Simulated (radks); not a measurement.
Question: Ga3+, 28 electrons, occupied as [Ar] 3d10 (the NIST ground configuration). Calculated with a radial shooting solver on a logarithmic mesh with Libxc functionals: scalar-relativistic Kohn-Sham, PW91, spin-polarised, spherical densities, finite nucleus; Fermi nuclear charge, rms radius 3.9973 fm. Some entries of the table are withheld. Estimate them.

orbital,occ.,eigenvalue (Ry),<r> (bohr),<r^2> (bohr^2)
1s,2,-754.5397,0.04860,0.003178
2s,2,-95.25795,(1),0.05597
2p,6,-83.26236,0.1907,0.04457
3s,2,(2),0.6520,0.4907
3p,6,-9.74572,0.6786,0.5428
3d,10,-3.86698,0.7871,0.7943
4s,0,-2.70034,1.962,4.352
4p,0,-2.01507,2.277,5.870

Answer: 
(1) 2s <r> (bohr): 0.2178
(2) 3s eigenvalue (Ry): -13.36289
